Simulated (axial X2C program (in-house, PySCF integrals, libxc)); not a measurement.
**OsF⁺: from the spin-free to the two-component result**

All values were computed with an in-house all-electron X2C program for linear molecules (integrals from PySCF). Spin-free means the one-electron spin-free X2C Hamiltonian; two-component (2c) means X2C with spin–orbit coupling and atomic mean-field two-electron Coulomb and Gaunt terms, so the difference of the two also holds small scalar two-electron terms. Basis: Os dyall-cv3z [13s14p9d6f4g], F dyall-av3z [7s6p3d2f] (cores contracted in-house); Gaussian nuclei, density fitting, unrestricted open shells. Masses: Os 191.961 u, F 18.998 u.

Spin-free state: M_S = 2, Λ = 2 (beyond evenly filled blocks: σα, π+α, π-α, δ+α, δ+β, δ-α); fragments Os+ + F.

| level | Re (Å) | ωe (cm⁻¹) | De (eV) | μ (D) |
| --- | --- | --- | --- | --- |
| PBE0 | 1.780 | 764.4 | 3.630 | -2.94 |
| HF | 1.813 | 706.9 | 1.208 | -4.59 |
| MP2 | 1.794 | 735.9 | 3.779 | n/a |
| PW91 | 1.790 | 749.0 | 4.257 | -2.37 |

Correlated methods: 14 electrons correlated (number of frozen shells: Os 5 s, 4 p, 2 d, 1 f; F 1 s), 296 virtual spin orbitals or spinors in MP2.

Dipoles are positive if F is the positive end and refer to the centre of mass.

Two-component determinant lowest at the distance of the search:

Ω = 4 (⟨Sz⟩ = 1.92, ⟨Lz⟩ = 2.08 at HF); fragments Os+ + F.

```
level  Re (Å)  ωe (cm⁻¹)  De (eV)  μ (D)
 PBE0   1.784      757.3    3.775  -2.99
   HF   1.817      706.8    1.291  -4.59
  MP2   1.801      728.8    3.813    n/a
 PW91   1.794      741.6    4.430  -2.42
```

Q: From the two tables, how do the constants change at the MP2 level (2c against spin-free)?

A: At the MP2 level Re goes up by 0.007 Å and ωe decreases by 7.1 cm⁻¹; De changes by 0.034 eV.

One determinant describes the state; a PBE0 search over occupations chose it and may have missed a lower one. Dissociation energies refer to the lowest single-determinant-based atoms at the same level and basis. Density functionals use the spin component along the axis (collinear). The 2c atoms are single determinants rather than J levels; their spin–orbit lowering is only partly caught, and De is too large by that part. This holds for PBE0, PW91. Other states lie close and PBE0, whose exact exchange favours high spin, may order them wrongly; the determinant shown need not be the ground state. The nearest other spin-free determinant of the search, M_S = 2, Λ = 1, lies 0.35 eV up at the distance of the search. The functionals have no current-density term, which raises determinants with orbital currents, atoms included. With several unpaired electrons one determinant need not be a pure state. Open-shell Ω = 0 determinants with evenly filled partner blocks cannot be reached by this program, so the Ω shown need not be the lowest component.
